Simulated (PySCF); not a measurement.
AlCl2, SMILES [Cl][Al][Cl], multiplicity 2. Atoms are numbered in the order given.

```xyz
3

Al     0.0000     0.0000     0.7762
Cl     0.0000    -1.8096    -0.2968
Cl     0.0000     1.8096    -0.2968
```
Charge 0, spin multiplicity 2.

The structure is a stationary point at r2SCAN-D4/def2-TZVP. The multiplicity is an assumed one; other spin states were not compared. The isomer is the one that the SMILES or the coordinates give; other isomers of the formula were not compared.

Calculation: B3LYP/pcH-1 in PySCF.

Unrestricted Kohn–Sham, ⟨S²⟩ = 0.751. Hyperfine tensors hold the contact and dipolar terms, without spin-orbit corrections.

Problem. Estimate the hyperfine couplings. (An estimate is asked for; the answer gives what the named calculation found.)

Solution. 
| nucleus | A(iso) (MHz) | A(iso) (G) | dipolar principal values (MHz) |
|---|---|---|---|
| 27Al no. 1 | 1568.8 | 559.8 | -42.4, -36.2, 78.6 |
| 35Cl no. 2 | 42.7 | 15.2 | -23.7, -21.4, 45.1 |
| 35Cl no. 3 | 42.7 | 15.2 | -23.7, -21.4, 45.1 |

Problem. And the g tensor (effective nuclear charges for spin-orbit coupling, GIAO)? (The exact figures need the calculation; the answer reports its results.)

Solution. principal values 1.9907, 1.9994, 2.0025; isotropic 1.9975.
